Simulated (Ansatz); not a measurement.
Wavefunction ladder for CH3BrFGa (`[CH3][Ga]([F])[Br]`)

Z-matrix (Å, degrees):
```
C
Ga 1 1.941
H 1 1.089 2 110.5
H 1 1.090 2 109.7 3 121.6
H 1 1.092 2 109.0 3 -119.7
F 2 1.752 1 120.9 3 -159.7
Br 2 2.277 1 126.9 3 20.8
```

The species carries charge 0 and has multiplicity 1. Correlated methods include outer-core shells of Br, Ga, which these sets cover unevenly. Scalar relativity is left out up to krypton. The structure was optimised at the PBE0-D4/def2-TZVP level. Frozen core, restricted reference, Ansatz.

```json
{"basis": "def2-SVP", "HF (Eh)": "-4634.16241", "MP2 corr.": "-0.76973"}
{"basis": "def2-TZVPP", "HF (Eh)": "-4634.89927", "MP2 corr.": "-0.92358"}
{"basis": "def2-QZVPP", "HF (Eh)": "-4634.99555", "MP2 corr.": "-1.52442"}
```

**Question.** Estimate the CCSD correlation energy and the (T) correction in each basis where they were run (hartree).

**Answer.** 
```csv
basis,CCSD corr.,(T)
def2-SVP,-0.77793,-0.01932
def2-TZVPP,-0.93459,-0.03333
```
